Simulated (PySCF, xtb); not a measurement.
Mg(H)(NH2) (H3MgN), SMILES [MgH][NH2].

GFN2-xTB (xtb) at its own geometry gives an orbital gap of 2.11 eV and a dipole moment of 2.03 D.

The structure is a stationary point at B3LYP-D3(BJ)/def2-TZVP.

Problem. What does M06-2X/def2-TZVPD in PySCF give? (An estimate is asked for; the answer gives what the named calculation found.)

Solution. gap 7.41 eV (levels -7.75 and -0.34 eV), dipole 0.57 D.
